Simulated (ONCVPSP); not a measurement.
**Cl: one change to an ONCV potential, before and after**

Cl, optimised norm-conserving Vanderbilt (ONCV), made with ONCVPSP 4.0.1 (PBE, non-relativistic). Core [Ne], reference 3s2 3p5. Waves: 3s: rc 1.05 bohr, ncon 5, nbas 10, qcut 6.8 1/bohr, 2 projectors, debl 1.9 Ha; 3p: rc 1.45 bohr, ncon 4, nbas 8, qcut 4.7 1/bohr, 3 projectors, debl 0.4 Ha. Local part: polynomial inside 0.70 bohr (lpopt 4, dvloc0 0 Ha). Core correction: Teter function fitted to the true core (icmod 2), fcfact 0.25.

All-electron outer shells of the reference configuration (PBE, non-relativistic, ld1.x):

| shell | level (eV) | outermost node (bohr) | outermost maximum (bohr) |
| --- | --- | --- | --- |
| 2s | -250.98 | 0.12 | 0.36 |
| 2p | -191.57 | – | 0.30 |
| 3s | -20.53 | 0.56 | 1.29 |
| 3p | -8.61 | 0.53 | 1.43 |

Change: all radii but the core radius scaled by about 1.14 (s 1.20, p 1.64 bohr); local potential polynomial inside 0.80 bohr (lpopt 4, dvloc0 0 Ha).

Cutoffs: the cutoffs (Ha) at which the residual kinetic energy of the hardest occupied pseudo-wave falls to 1 and 0.1 mHa per electron; they do not see the model core or the augmentation charge, which bear on the density cutoff. Errors are all-electron minus pseudo energies relative to the spin-unpolarised reference configuration.

**Question.** What does the change do?

**Answer.** The potential gets softer (222 Ha and 270 Ha → 16 Ha and 145 Ha); both files keep a bound ghost (p, s); of the 4 tests that both files solve, the error grows in 0 and shrinks in 4 by more than 15 % and 0.3 meV (median size 30.0 → 20.4 meV). A larger radius leaves more room for a smooth pseudo-wave, so fewer plane waves are needed. That the errors move this way runs against the usual rule that smaller radii transfer better.

```csv
quantity,base,changed
"cutoff, loose",222 Ha,16 Ha
"cutoff, tight",270 Ha,145 Ha
loose cutoff by channel,"s 222 Ha, p 7.6 Ha","s 16 Ha, p 7.3 Ha"
bound ghosts,"s, p","s, p"
GHOST(+) flags under 300 eV,none,none
"error for 3s2 3p4, meV [ΔE 13.89 eV]",+1.5,+0.9
"error for 3s2 3p3, meV [ΔE 39.35 eV]",+12,+8.1
"error for 3s2 3p2, meV [ΔE 77.66 eV]",+48,+33
"error for 3s2 3p1, meV [ΔE 129.90 eV]",+134,+92
"rms error of d²Exc/dni dnj with the model core, mHa",0.44,0.69
```

 A true bound ghost makes a file unfit for plane-wave use even where its test errors are small: the radial tests pick states by their node count and pass the ghost by.
